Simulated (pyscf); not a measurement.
**`[O]=[B][F]`, singlet**

Gas-phase minimum from PySCF at ωB97X-D3(BJ)/def2-SVP, one conformer. 

```
B
O 1 1.2069
F 1 1.2886 2 180.00
```

Properties at ωB97X-D3(BJ)/def2-SVP:

```json
{
 "harmonic_wavenumbers_unscaled": "504, 504, 1028, 2196 cm⁻¹",
 "zero_point_energy": "6.0 kcal/mol",
 "rotational_symmetry_number": "1",
 "Entropy of this conformer at 298 K and 1 atm, rigid rotor and harmonic oscillator, modes under 100 cm⁻¹ raised to 100": "224.6 J/(mol K)",
 "dipole_moment": "2.01 D"
}
```

Single-point totals, which compare only within one level (frozen core for MP2 and CC):

| level | total energy (hartree) |
|---|---|
| ωB97X-D3(BJ)/def2-TZVP | -200.11682 |
| PBE/def2-TZVP | -199.88234 |
| r²SCAN/def2-TZVP | -199.99740 |
| B3LYP-D3(BJ)/def2-TZVP | -200.09881 |
| PBE0-D3(BJ)/def2-TZVP | -199.87994 |
| M06-2X/def2-TZVP | -200.02500 |
| ωB97M-D3(BJ)/def2-TZVP | -200.13788 |
| HF/def2-TZVPP | -199.16526 |
| MP2/def2-TZVPP | -199.73240 |
| CCSD/def2-TZVPP | -199.72970 |
| CCSD(T)/def2-TZVPP | -199.75056 |

The CCSD(T) − MP2 part came from Ansatz, without density fitting, on the same reference.
